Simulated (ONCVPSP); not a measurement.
## neodymium: ONCV pseudisation with LDA (Perdew-Wang 92), fully relativistic reference atom.

* Element: neodymium (Nd)
* Generator: ONCVPSP 4.0.1
* Type: optimised norm-conserving Vanderbilt (ONCV)
* Functional: LDA (Perdew-Wang 92)
* Relativity: fully relativistic
* Frozen core: [Kr] 4d10
* Valence charge: 14
* Reference configuration: 4f3 5s2 5p6 5d1 6s2
* Partial waves: 5s+6s: rc 2.65 bohr, ncon 4, nbas 9, qcut 5.1 1/bohr, 2 projectors; 5p: rc 2.25 bohr, ncon 5, nbas 9, qcut 7.3 1/bohr, 2 projectors, debl 4 Ha; 5d: rc 3.55 bohr, ncon 3, nbas 8, qcut 4.8 1/bohr, 2 projectors, debl 3.6 Ha; 4f: rc 1.60 bohr, ncon 4, nbas 8, qcut 10.6 1/bohr, 2 projectors, debl 2.5 Ha
* Local potential: polynomial inside 1.55 bohr (lpopt 4, dvloc0 2 Ha)
* Core correction: none

Open shells are filled in proportion to 2j + 1.

All-electron outer shells of the reference configuration (LDA (PZ), scalar-relativistic, ld1.x):

| shell | level (eV) | outermost node (bohr) | outermost maximum (bohr) |
| --- | --- | --- | --- |
| 4d | -123.04 | 0.29 | 0.62 |
| 5s | -43.83 | 0.72 | 1.31 |
| 5p | -24.75 | 0.77 | 1.46 |
| 4f | -7.12 | – | 0.65 |
| 6s | -4.01 | 1.73 | 3.55 |
| 5d | -3.06 | 0.87 | 2.10 |

(1) Estimate the cutoffs (Ha) at which the residual kinetic energy of the hardest occupied pseudo-wave falls to 1 and 0.1 mHa per electron.

(2) Does the potential have ghost states?

(3) Which valence shell sets the plane-wave cutoff?

## Answers

(1) 48 Ha and 53 Ha.

(2) No bound ghost flagged; no localised positive-energy state flagged.

(3) 4f: 48 Ha for 1 mHa per electron, against 17 Ha for 5p.

Its largest configuration-test error is +265 meV (4f4 5s2 5p6 5d0 6s0). 2 of 4 tests not solved or not reliable.
